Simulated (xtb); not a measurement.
H4Si2 (SMILES [SiH][SiH3]), singlet, from a rough starting geometry; GFN2-xTB (xtb).

Input for xtb:
```
$ xtb mol.xyz --gfn 2 --opt vtight --json

# file mol.xyz
6

Si    -0.55137825     0.02326930    -0.03861491
Si     1.53333804     0.90358496    -0.01612554
H     -0.89231076    -1.04283046    -1.02876577
H     -1.49924630     1.16243901    -0.20833750
H     -0.97073467    -0.64062158     1.28321796
H      2.40064278    -0.36810714     0.09442525
```

### Question
Write the output that xtb gives for this input, abridged.

### Answer

```
   ID    Z sym.   atoms
    1   14 Si     1, 2
    2    1 H      3-6

           -------------------------------------------------
          |                Calculation Setup                |
           -------------------------------------------------

           -------------------------------------------------
          |                 G F N 2 - x T B                 |
           -------------------------------------------------

          ...................................................
          :                      SETUP                      :
          :.................................................:
          :  # basis functions                  24          :
          :  # atomic orbitals                  22          :
          :  # shells                           10          :
          :  # electrons                        12          :
          :  max. iterations                   250          :
          :  Hamiltonian                  GFN2-xTB          :
          :  restarted?                      false          :
          :  GBSA solvation                  false          :
          :  PC potential                    false          :
          :  electronic temp.          300.0000000     K    :
          :  accuracy                    1.0000000          :
          :  -> integral cutoff          0.2500000E+02      :
          :  -> integral neglect         0.1000000E-07      :
          :  -> SCF convergence          0.1000000E-05 Eh   :
          :  -> wf. convergence          0.1000000E-03 e    :
          :  Broyden damping             0.4000000          :
          :  net charge                          0          :
          :  unpaired electrons                  0          :
          ...................................................

 iter      E             dE          RMSdq      gap      omega  full diag
   1     -5.4003846 -0.540038E+01  0.144E+01    1.09       0.0  T
   2     -5.4461462 -0.457616E-01  0.925E+00    1.39       1.0  T
   3     -5.4331602  0.129860E-01  0.607E+00    1.29       1.0  T
   4     -5.4525798 -0.194197E-01  0.188E+00    1.54       1.0  T
   5     -5.4548973 -0.231749E-02  0.330E-01    1.64       1.0  T
   6     -5.4549160 -0.187128E-04  0.174E-01    1.64       1.0  T
   7     -5.4549339 -0.178835E-04  0.448E-02    1.64       1.0  T
   8     -5.4549333  0.665473E-06  0.391E-02    1.64       1.0  T
   9     -5.4549343 -0.105586E-05  0.603E-03    1.64       6.8  T
  10     -5.4549343 -0.111381E-07  0.334E-03    1.64      12.2  T
  11     -5.4549343 -0.291296E-08  0.143E-03    1.64      28.6  T
  12     -5.4549343 -0.256902E-08  0.358E-04    1.64     114.1  T
  13     -5.4549343 -0.600355E-10  0.104E-04    1.64     393.4  T

   *** convergence criteria satisfied after 13 iterations ***

         :::::::::::::::::::::::::::::::::::::::::::::::::::::
         ::                     SUMMARY                     ::
         :::::::::::::::::::::::::::::::::::::::::::::::::::::
         :: total energy              -5.420482700979 Eh    ::
         :: gradient norm              0.032363214015 Eh/a0 ::
         :: HOMO-LUMO gap              1.642475887570 eV    ::
         ::.................................................::
         :: SCC energy                -5.454933832106 Eh    ::
         :: -> isotropic ES            0.008979865432 Eh    ::
         :: -> anisotropic ES         -0.001754872177 Eh    ::
         :: -> anisotropic XC         -0.008487552524 Eh    ::
         :: -> dispersion             -0.003615697203 Eh    ::
         :: repulsion energy           0.034451131126 Eh    ::
         :: add. restraining           0.000000000000 Eh    ::
         :: total charge               0.000000000000 e     ::
         :::::::::::::::::::::::::::::::::::::::::::::::::::::

      -----------------------------------------------------------
     |                   =====================                   |
     |                        A N C O P T                        |
     |                   =====================                   |
     |               Approximate Normal Coordinate               |
     |                Rational Function Optimizer                |
      -----------------------------------------------------------
      -----------------------------------------------------------
     |                   =====================                   |
     |                        A N C O P T                        |
     |                   =====================                   |
     |               Approximate Normal Coordinate               |
     |                Rational Function Optimizer                |
      -----------------------------------------------------------

          ...................................................
          :                      SETUP                      :
          :.................................................:
          :   optimization level         verytight          :
          :   max. optcycles                   200          :
          :   ANC micro-cycles                  20          :
          :   degrees of freedom                12          :
          :.................................................:
          :   RF solver                   davidson          :
          :   write xtbopt.log                true          :
          :   linear?                        false          :
          :   energy convergence         0.1000000E-06 Eh   :
          :   grad. convergence          0.2000000E-03 Eh/α :
          :   maxmium RF displ.          1.0000000          :
          :   Hlow (freq-cutoff)         0.1000000E-01      :
          :   Hmax (freq-cutoff)         5.0000000          :
          :   S6 in model hess.         20.0000000          :
          ...................................................

generating ANC from exact Hessian ...
Using Lindh-Hessian (1995)
 Shifting diagonal of input Hessian by    1.0332712510735831E-002
[...]
 * total energy  :    -5.4243576 Eh     change       -0.1300600E-06 Eh
 * total energy  :    -5.4243577 Eh     change       -0.1273803E-06 Eh
 * total energy  :    -5.4243578 Eh     change       -0.1252402E-06 Eh
 * total energy  :    -5.4243579 Eh     change       -0.1225088E-06 Eh
 * total energy  :    -5.4243580 Eh     change       -0.1204692E-06 Eh
 * total energy  :    -5.4243582 Eh     change       -0.1178286E-06 Eh
 * total energy  :    -5.4243583 Eh     change       -0.1157414E-06 Eh
 * total energy  :    -5.4243584 Eh     change       -0.1133282E-06 Eh
 * total energy  :    -5.4243585 Eh     change       -0.1114474E-06 Eh
 * total energy  :    -5.4243586 Eh     change       -0.1090109E-06 Eh
 * total energy  :    -5.4243587 Eh     change       -0.1070835E-06 Eh
 * total energy  :    -5.4243588 Eh     change       -0.1048442E-06 Eh
 * total energy  :    -5.4243589 Eh     change       -0.1030898E-06 Eh
 * total energy  :    -5.4243590 Eh     change       -0.1008468E-06 Eh
[...]
          :  -> SCF convergence          0.1000000E-05 Eh   :
          :  -> wf. convergence          0.1000000E-03 e    :
          :  Broyden damping             0.4000000          :
          :  net charge                          0          :
          :  unpaired electrons                  0          :
          ...................................................

 iter      E             dE          RMSdq      gap      omega  full diag
   1     -5.4655439 -0.546554E+01  0.885E-03    1.74       0.0  T
   2     -5.4655439 -0.118430E-08  0.648E-03    1.74       6.3  T
   3     -5.4655439 -0.137315E-08  0.103E-03    1.74      39.7  T
   4     -5.4655439 -0.148139E-10  0.294E-04    1.74     139.0  T
   5     -5.4655439 -0.390221E-10  0.156E-04    1.74     262.0  T

   *** convergence criteria satisfied after 5 iterations ***

         :::::::::::::::::::::::::::::::::::::::::::::::::::::
         ::                     SUMMARY                     ::
         :::::::::::::::::::::::::::::::::::::::::::::::::::::
         :: total energy              -5.424359130648 Eh    ::
         :: gradient norm              0.000107880138 Eh/a0 ::
         :: HOMO-LUMO gap              1.736363535239 eV    ::
         ::.................................................::
         :: SCC energy                -5.465543415392 Eh    ::
         :: -> isotropic ES            0.008672496863 Eh    ::
         :: -> anisotropic ES         -0.002329178341 Eh    ::
         :: -> anisotropic XC         -0.010302488501 Eh    ::
         :: -> dispersion             -0.003577139183 Eh    ::
         :: repulsion energy           0.041184284744 Eh    ::
         :: add. restraining           0.000000000000 Eh    ::
         :: total charge              -0.000000000000 e     ::
         :::::::::::::::::::::::::::::::::::::::::::::::::::::

           -------------------------------------------------
          |                Property Printout                |
           -------------------------------------------------

    * Orbital Energies and Occupations

         #    Occupation            Energy/Eh            Energy/eV
      -------------------------------------------------------------
         1        2.0000           -0.7158740             -19.4799
         2        2.0000           -0.5875470             -15.9880
         3        2.0000           -0.4075422             -11.0898
         4        2.0000           -0.4075092             -11.0889
         5        2.0000           -0.3775459             -10.2735
         6        2.0000           -0.3215628              -8.7502 (HOMO)
         7                         -0.2577526              -7.0138 (LUMO)
         8                         -0.2019138              -5.4944
         9                         -0.1540811              -4.1928
        10                         -0.1483054              -4.0356
        11                         -0.1405323              -3.8241
        12                         -0.0870270              -2.3681
        13                         -0.0798195              -2.1720
        14                         -0.0704694              -1.9176
        15                         -0.0508720              -1.3843
        16                          0.0032332               0.0880
        17                          0.0356038               0.9688
       ...                                ...                  ...
        22                          0.9843249              26.7848
      -------------------------------------------------------------
                  HL-Gap            0.0638102 Eh            1.7364 eV
             Fermi-level           -0.2896577 Eh           -7.8820 eV

     #   Z          covCN         q      C6AA      α(0)
     1  14 Si       3.697     0.326   101.581    19.304
     2  14 Si       1.859     0.268   190.401    29.324
     3   1 H        0.915    -0.111     5.963     3.819
     4   1 H        0.915    -0.177     9.205     4.746
     5   1 H        0.915    -0.177     9.232     4.752
     6   1 H        0.907    -0.130     6.737     4.061

 Mol. C6AA /au·bohr⁶  :       1206.107324
 Mol. C8AA /au·bohr⁸  :      57296.343895
 Mol. α(0) /au        :         66.006059

Wiberg/Mayer (AO) data.
largest (>0.10) Wiberg bond orders for each atom

 ---------------------------------------------------------------------------
     #   Z sym  total        # sym  WBO       # sym  WBO       # sym  WBO
 ---------------------------------------------------------------------------
     1  14 Si   3.872 --     2 Si   1.168     5 H    0.888     4 H    0.888
                             3 H    0.887
     2  14 Si   2.218 --     1 Si   1.168     6 H    0.942
     3   1 H    0.988 --     1 Si   0.887
     4   1 H    0.969 --     1 Si   0.888
     5   1 H    0.969 --     1 Si   0.888
     6   1 H    0.983 --     2 Si   0.942
 ---------------------------------------------------------------------------

Topologies differ in total number of bonds
Writing topology from bond orders to xtbtopo.mol

molecular dipole:
                 x           y           z       tot (Debye)
 q only:        0.891       0.384      -0.096
   full:        0.470      -0.036       0.082       1.216
molecular quadrupole (traceless):
                xx          xy          yy          xz          yz          zz
 q only:       -0.912       2.549       1.205      -1.542      -0.380      -0.292
  q+dip:       -1.854       0.246       1.240      -0.483      -0.364       0.615
   full:       -2.859      -1.788       0.032      -0.104       1.979       2.827

optimized geometry written to: xtbopt.xyz

           -------------------------------------------------
          | TOTAL ENERGY               -5.424359130648 Eh   |
          | GRADIENT NORM               0.000107880138 Eh/α |
          | HOMO-LUMO GAP               1.736363535239 eV   |
           -------------------------------------------------

normal termination of xtb
```

The run did not converge; its last values are not results.
